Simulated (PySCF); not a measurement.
C2H8FNSi2, SMILES F[Si@@H]1CNC[SiH2]1. The structure is a stationary point at PBE-D3(BJ)/def2-SVP. The structure was generated by enumeration; whether it is a known compound was not checked. The values are those of a single conformer.

Computed equilibrium geometry at PBE-D3(BJ)/def2-SVP (PySCF confirms it by a frequency run) as Cartesian coordinates in Å (one conformer of several):
```xyz
14

F     -1.2011     2.0250     0.6581
Si    -0.5299     0.9567    -0.4095
C     -1.3567    -0.7888    -0.3224
N     -0.3380    -1.8399    -0.4353
C      0.7920    -1.6595     0.4848
Si     1.5655     0.1090     0.2243
H     -0.6493     1.5791    -1.7753
H     -2.1333    -0.9385    -1.0997
H     -1.8748    -0.8824     0.6594
H      0.0004    -1.9062    -1.4035
H      0.4254    -1.7573     1.5304
H      1.5291    -2.4732     0.3324
H      2.5483     0.0466    -0.9169
H      2.2201     0.7567     1.4158
```
